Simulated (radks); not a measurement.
Values are calculated unless marked as measured or tabulated.
Polarisability of neutral lithium, [He] 2s1, at imaginary frequency. Code: a radial shooting solver on a logarithmic mesh with Libxc functionals. Model: scalar-relativistic Kohn-Sham, LDA (Slater exchange, Perdew-Wang correlation), spin-unpolarised, spherical densities, finite nucleus; Fermi nuclear charge, rms radius 2.444 fm; without spin polarisation the odd electron is poorly described. Response by self-consistent Sternheimer equations with the Hartree and adiabatic LDA kernel, the relativistic mass of each level held fixed and spin-orbit coupling left out.

w (hartree)  alpha1(iw) (bohr^3)  alpha2(iw) (bohr^5)
0.00266                    146.0                 2095
0.0143                     140.8                 2070
0.0360                     117.8                 1939
0.0697                     77.07                 1612
0.118                      41.31                 1134
0.186                      20.50                685.0
0.280                      10.13                374.0
0.413                      5.088                192.6
0.605                      2.595                95.28
0.892                      1.336                45.21
1.35                      0.6878                20.25
2.12                      0.3438                8.289
3.59                      0.1530                2.926
6.94                     0.05096               0.7935
17.5                    0.009213               0.1257

Static values: alpha1 = 146.2 bohr^3 (21.66 angstrom^3; uncoupled 185.1), alpha2 = 2096 bohr^5, alpha3 = 64000 bohr^7. C6 = 1185, C8 = 108000, triple-dipole C9 = 129200 atomic units. One-pole (London) frequency 4 C6 / (3 alpha1^2) = 0.074 hartree, against 0.106 for minus the highest occupied eigenvalue. Recommended static value: 164.113 bohr^3 (Schwerdtfeger and Nagle, 2023 table).
